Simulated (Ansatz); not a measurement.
This geometry of ClH + F3H2NTi (9 atoms, charge 0, multiplicity 1) is a first-order saddle point.

Computed with RKS BHLYP-D4/def2-SVP in Ansatz.

```xyz
9
Properties=species:S:1:pos:R:3
Ti -0.129 -0.031 0.166
N -0.153 -0.021 2.120
H 0.117 -0.877 2.593
H 0.295 0.762 2.585
F 1.560 -0.184 -0.132
F -0.456 1.497 -0.553
F -0.727 -1.476 -0.550
Cl -2.783 0.222 1.190
H -1.603 0.120 1.991
```

(1) Which two structures does it join? (They come from a converged band through this point; their orientation in space is the band's.)

(2) How far does it lie above each of them?

Answers

(1) Bonds broken: Cl8–H9. Bonds formed: Ti1–Cl8, N2–H9. ClH + F3H2NTi becomes ClF3H3NTi.

Image 0:

```xyz
9
Properties=species:S:1:pos:R:3
Ti 0.169 -0.041 0.137
N 0.033 -0.044 1.991
H 0.119 -0.892 2.539
H 0.270 0.763 2.553
F 1.835 -0.166 -0.318
F -0.414 1.480 -0.429
F -0.642 -1.447 -0.448
Cl -3.218 0.225 1.440
H -2.033 0.133 1.943
```

Image 8:

```xyz
9
Properties=species:S:1:pos:R:3
Ti -0.503 0.200 0.026
N -0.243 -0.263 2.253
H -0.754 -1.098 2.514
H 0.734 -0.414 2.475
F 0.771 1.321 0.398
F -0.654 0.537 -1.663
F -0.080 -1.481 -0.084
Cl -2.572 0.715 0.657
H -0.580 0.496 2.832
```

(2) 4.7 kcal/mol above the first and 41.0 kcal/mol above the second. This is the barrier of this one path; another mechanism may lie lower. The orbitals stay closed-shell, which can raise the energy where a bond breaks towards radicals; this wasn't checked here.

Time of the run: 9.2 min on 4 threads of Intel(R) Xeon(R) Platinum 8375C CPU @ 2.90GHz (Ice Lake), with other jobs on the host, peak memory 0.36 GiB.
